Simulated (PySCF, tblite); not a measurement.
Compound: 3-ethylpyridine, C7H9N.
Bonds: C1–C2, C2–C3, C3–C4 (aromatic), C4–C5 (aromatic), C5–C6 (aromatic), C6–N7 (aromatic), N7–C8 (aromatic), C3–C8 (aromatic). Hydrogens: H9, H10, H11 on C1; H12, H13 on C2; H14 on C4; H15 on C5; H16 on C6; H17 on C8.

Computed with GFN2-xTB (tblite), gas phase: Langevin dynamics at 400 K from the optimised GFN2-xTB geometry, time step 0.5 fs, friction 0.01 fs⁻¹, 2000 steps. Over the second half of the run the saved frames average 396 K.

Frame at 250 fs, instantaneous temperature 416 K:
```
atom  x, y, z in Å
C1     -2.575    0.243    0.598
C2     -1.796   -0.076   -0.652
C3     -0.336   -0.219   -0.178
C4      0.467    0.884   -0.064
C5      1.666    0.721    0.598
C6      2.082   -0.501    1.060
N7      1.350   -1.595    0.918
C8      0.125   -1.385    0.364
H9     -3.673    0.325    0.461
H10    -2.301   -0.313    1.460
H11    -2.353    1.285    0.942
H12    -1.926    0.862   -1.135
H13    -2.057   -0.915   -1.168
H14     0.055    1.817   -0.531
H15     2.202    1.640    0.706
H16     2.995   -0.630    1.652
H17    -0.486   -2.255    0.345
```

Frame at 425 fs, instantaneous temperature 430 K:
```
atom  x, y, z in Å
C1     -2.863    0.743    0.427
C2     -1.740    0.184   -0.475
C3     -0.465   -0.035    0.156
C4      0.445    1.005    0.325
C5      1.673    0.766    0.972
C6      1.981   -0.511    1.311
N7      1.123   -1.514    1.119
C8     -0.045   -1.305    0.516
H9     -3.907    0.717   -0.028
H10    -2.940    0.047    1.290
H11    -2.586    1.758    0.691
H12    -1.615    0.813   -1.384
H13    -2.117   -0.786   -0.868
H14     0.107    2.043    0.098
H15     2.358    1.545    1.303
H16     2.886   -0.825    1.841
H17    -0.586   -2.218    0.282
```

Frame at 625 fs, instantaneous temperature 370 K:
```
atom  x, y, z in Å
C1     -2.919    0.763    1.322
C2     -2.178    0.138    0.086
C3     -0.680    0.048    0.257
C4      0.202    1.149    0.228
C5      1.544    0.938    0.477
C6      2.002   -0.338    0.804
N7      1.137   -1.397    0.888
C8     -0.104   -1.198    0.624
H9     -3.833    1.301    1.101
H10    -3.231    0.037    2.090
H11    -2.186    1.502    1.734
H12    -2.342    0.785   -0.807
H13    -2.767   -0.779   -0.144
H14    -0.298    2.150   -0.012
H15     2.194    1.807    0.370
H16     3.037   -0.492    1.089
H17    -0.860   -1.951    0.670
```

Frame at 800 fs, instantaneous temperature 387 K:
```
atom  x, y, z in Å
C1     -3.227    0.500    1.235
C2     -2.301   -0.138    0.235
C3     -0.930    0.011    0.700
C4     -0.131    1.150    0.484
C5      1.272    1.035    0.580
C6      1.754   -0.191    1.080
N7      1.038   -1.208    1.498
C8     -0.327   -1.105    1.317
H9     -4.303    0.147    1.106
H10    -2.985    0.209    2.295
H11    -3.138    1.593    1.347
H12    -2.486    0.301   -0.743
H13    -2.545   -1.121    0.138
H14    -0.590    2.164    0.369
H15     1.917    1.786    0.099
H16     2.836   -0.390    1.081
H17    -0.780   -2.071    1.505
```

Frame at 1000 fs, instantaneous temperature 344 K:
```
atom  x, y, z in Å
C1     -3.203    1.365    1.608
C2     -2.715    0.466    0.484
C3     -1.227    0.221    0.749
C4     -0.228    1.199    0.230
C5      1.055    1.008    0.628
C6      1.396    0.008    1.544
N7      0.505   -0.870    1.916
C8     -0.733   -0.872    1.446
H9     -4.293    1.643    1.344
H10    -3.176    0.751    2.429
H11    -2.600    2.197    1.718
H12    -2.818    0.914   -0.506
H13    -3.358   -0.521    0.486
H14    -0.550    1.963   -0.505
H15     1.877    1.751    0.272
H16     2.370   -0.055    2.028
H17    -1.365   -1.671    1.705
```

Problem. What do single points at PBE0/pcSseg-1 (PySCF, gas phase) give on these frames?

Solution. 
```json
{"t (fs)": "250", "GFN2-xTB E above start (eV)": "0.79", "DFT E above lowest frame (eV)": "0.45", "HOMO (eV)": "-7.47", "LUMO (eV)": "-0.81", "dipole (D)": "2.71"}
{"t (fs)": "425", "GFN2-xTB E above start (eV)": "0.44", "DFT E above lowest frame (eV)": "0.00", "HOMO (eV)": "-7.05", "LUMO (eV)": "-0.84", "dipole (D)": "2.31"}
{"t (fs)": "625", "GFN2-xTB E above start (eV)": "0.62", "DFT E above lowest frame (eV)": "0.18", "HOMO (eV)": "-7.19", "LUMO (eV)": "-0.87", "dipole (D)": "2.53"}
{"t (fs)": "800", "GFN2-xTB E above start (eV)": "0.92", "DFT E above lowest frame (eV)": "0.53", "HOMO (eV)": "-7.18", "LUMO (eV)": "-1.04", "dipole (D)": "2.50"}
{"t (fs)": "1000", "GFN2-xTB E above start (eV)": "0.84", "DFT E above lowest frame (eV)": "0.51", "HOMO (eV)": "-6.96", "LUMO (eV)": "-0.81", "dipole (D)": "2.31"}
```

Both levels order the frames alike by energy; measured from each level's lowest frame they differ by 0.11 eV at most. The HOMO–LUMO gap runs from 6.14 to 6.66 eV. These are instantaneous structures, not minima.

Problem. And the isotropic GIAO shieldings (ppm) from the same runs?

Solution. 
```json
{"atom": "C1", "250 fs": "163.3", "425 fs": "161.3", "625 fs": "161.3", "800 fs": "162.7", "1000 fs": "166.2", "mean": "163.0", "range": "4.9"}
{"atom": "C2", "250 fs": "160.1", "425 fs": "156.9", "625 fs": "155.2", "800 fs": "164.1", "1000 fs": "145.1", "mean": "156.3", "range": "19.0"}
{"atom": "C3", "250 fs": "39.0", "425 fs": "45.2", "625 fs": "31.5", "800 fs": "39.2", "1000 fs": "27.0", "mean": "36.4", "range": "18.2"}
{"atom": "C4", "250 fs": "42.0", "425 fs": "42.7", "625 fs": "41.7", "800 fs": "41.2", "1000 fs": "38.3", "mean": "41.2", "range": "4.4"}
{"atom": "C5", "250 fs": "64.6", "425 fs": "60.6", "625 fs": "57.7", "800 fs": "53.5", "1000 fs": "56.0", "mean": "58.5", "range": "11.1"}
{"atom": "C6", "250 fs": "33.7", "425 fs": "31.9", "625 fs": "31.5", "800 fs": "31.2", "1000 fs": "37.1", "mean": "33.1", "range": "5.9"}
{"atom": "N7", "250 fs": "-108.3", "425 fs": "-119.8", "625 fs": "-93.1", "800 fs": "-112.8", "1000 fs": "-100.2", "mean": "-106.8", "range": "26.7"}
{"atom": "C8", "250 fs": "29.3", "425 fs": "27.8", "625 fs": "29.6", "800 fs": "21.0", "1000 fs": "37.6", "mean": "29.1", "range": "16.6"}
{"atom": "H9", "250 fs": "29.8", "425 fs": "29.0", "625 fs": "30.1", "800 fs": "29.0", "1000 fs": "28.8", "mean": "29.3", "range": "1.3"}
{"atom": "H10", "250 fs": "31.6", "425 fs": "29.8", "625 fs": "29.8", "800 fs": "29.7", "1000 fs": "31.9", "mean": "30.6", "range": "2.2"}
{"atom": "H11", "250 fs": "30.1", "425 fs": "30.0", "625 fs": "29.9", "800 fs": "29.7", "1000 fs": "32.2", "mean": "30.4", "range": "2.5"}
{"atom": "H12", "250 fs": "29.5", "425 fs": "28.6", "625 fs": "28.5", "800 fs": "29.4", "1000 fs": "28.7", "mean": "28.9", "range": "1.0"}
{"atom": "H13", "250 fs": "30.6", "425 fs": "28.7", "625 fs": "28.3", "800 fs": "31.1", "1000 fs": "27.3", "mean": "29.2", "range": "3.8"}
{"atom": "H14", "250 fs": "23.3", "425 fs": "23.5", "625 fs": "23.0", "800 fs": "23.3", "1000 fs": "23.3", "mean": "23.3", "range": "0.5"}
{"atom": "H15", "250 fs": "24.7", "425 fs": "24.3", "625 fs": "24.0", "800 fs": "23.6", "1000 fs": "23.5", "mean": "24.0", "range": "1.2"}
{"atom": "H16", "250 fs": "22.5", "425 fs": "22.4", "625 fs": "22.7", "800 fs": "22.8", "1000 fs": "22.7", "mean": "22.6", "range": "0.4"}
```

What follows is the cost of the whole dynamics run. Time: 19 s wall; peak memory 0.18 GiB. Hardware: an Arm Neoverse N1 with one thread, no GPU, shared host with 64 logical CPUs at a one-minute load of 60.
